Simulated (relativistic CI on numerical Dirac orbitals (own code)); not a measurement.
**One change at a time: Bi¹⁸⁺**

Base calculation: Dirac-Coulomb-Breit CI, KLI orbitals optimised for each configuration, a model potential for QED, unscaled Slater integrals.

CI space (outside the closed core [Kr] 4d10): 4f14 5s2 5p3, 4f14 5s 5p4, 4f14 5s2 5p2 5d, 4f13 5s2 5p4, 4f14 5s 5p3 5d, 4f14 5s2 5p2 5f, 4f14 5s 5p3 5f, 4f14 5s2 5p2 5g, 4f14 5s2 5p2 6s, 4f14 5p4 5d, 4f14 5p5, 4f13 5p6, 4f14 5s2 5p 5d2, 4f14 5s2 5d3, 4f14 5s 5p 5d3, 4f14 5s2 5d2 5f, 4f14 5s 5p 5d2 5f, 4f14 5s2 5p 5f2, 4f14 5s2 5d 5f2, 4f14 5s 5p 5d 5f2, 4f14 5s2 5f3, 4f14 5s 5p 5f3. Double excitations out of closed p, d and f shells are left out; levels of such configurations are missing from the list, as are those of other unlisted configurations, and high levels can miss mixing partners. These lack a partner that the ground configuration has and come out too high: 4f14 5s2 5p2 5g, 4f14 5s2 5p2 6s.

Variants: (1) P86 correlation estimate. Shifts of the energy above 4f14 5s2 5p3 2P°_3/2, in cm⁻¹, for the lowest level and the first level of each name with at least 55 % of one term (blank where a level changes its place among those of its configuration and J or its character, or is not in the variant):

```
                 Level     Base   Δ(1)
  4f14 5s2 5p3 2P°_3/2        0      0
  4f14 5s2 5p3 2D°_5/2   250776    +11
  4f14 5s2 5p3 2P°_1/2   279186    +13
    4f14 5s 5p4 4P_5/2   605758  +1093
4f14 5s2 5p2 5d 4D_1/2   835186  +1866
 4f13 5s2 5p4 4G°_11/2   849417  +3856
  4f13 5s2 5p4 2D°_3/2   852979  +3855
  4f13 5s2 5p4 4D°_1/2   896657  +3855
4f14 5s2 5p2 5d 2G_9/2   900481  +1931
 4f13 5s2 5p4 2H°_11/2  1131949  +3856
4f14 5s2 5p2 5d 4F_9/2  1144256  +1936
  4f13 5s2 5p4 2P°_3/2  1145979  +3854
  4f13 5s2 5p4 4F°_3/2  1153958  +3855
```

At this charge energies of transitions that change n are usually good to better than 1 %, and those within a shell (Δn = 0) to a few per cent.

Ionisation energy from the two ground configurations alone: base 446.493 eV; P86 correlation estimate 448.012 eV. The NIST ASD value (theoretical) is 464 eV. The gap of more than 2 % comes from missing correlation, or from a tabulated value that is itself an estimate.

LS names give the leading component of a level, which can be under half, so a name can repeat, a term be missing and a line seem to break the LS rules.
